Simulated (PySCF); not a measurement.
C3H6F2Si, SMILES F/C=C\[SiH2]CF. Heavy atoms are numbered as in [F:1]/[CH:2]=[CH:3]\[SiH2:4][CH2:5][F:6]. Hydrogens are named by the atom that carries them.

Geometry: ωB97X-D3(BJ)/def2-SVP. The structure was generated by enumeration; whether it is a known compound was not checked. The values are those of a single conformer.

Method: PBE/pcSseg-1 run with PySCF.

GIAO shieldings, no solvent; atoms alike by connectivity are averaged. δ = σ(ref) − σ: ¹⁹F against CFCl3 (σ = 133.6 ppm); ¹³C against TMS (σ = 182.0 ppm); ²⁹Si against TMS (σ = 335.4 ppm); ¹H against TMS (σ = 31.49 ppm), references at their B3LYP-D3(BJ)/def2-TZVP geometries, non-relativistic.

```json
[
 {"atoms": "F1", "nucleus": "¹⁹F", "count": "1", "δ (ppm)": "…"},
 {"atoms": "F6", "nucleus": "¹⁹F", "count": "1", "δ (ppm)": "…"},
 {"atoms": "C2 (CH)", "nucleus": "¹³C", "count": "1", "δ (ppm)": "…"},
 {"atoms": "C3 (CH)", "nucleus": "¹³C", "count": "1", "δ (ppm)": "…"},
 {"atoms": "C5 (CH2)", "nucleus": "¹³C", "count": "1", "δ (ppm)": "81.0"},
 {"atoms": "Si4 (SiH2)", "nucleus": "²⁹Si", "count": "1", "δ (ppm)": "-56.4"},
 {"atoms": "H on C2", "nucleus": "¹H", "count": "1", "δ (ppm)": "7.37"},
 {"atoms": "H on C5", "nucleus": "¹H", "count": "2", "δ (ppm)": "5.40"},
 {"atoms": "H on C3", "nucleus": "¹H", "count": "1", "δ (ppm)": "…"},
 {"atoms": "H on Si4", "nucleus": "¹H", "count": "2", "δ (ppm)": "4.81"}
]
```

Q: What belongs in the gaps? (The exact figures need the calculation; the answer reports its results.)

A: 
- H on C3, δ (ppm): 5.01
- F6, δ (ppm): -315.6
- F1, δ (ppm): -96.2
- C3 (CH), δ (ppm): 102.7
- C2 (CH), δ (ppm): 170.5
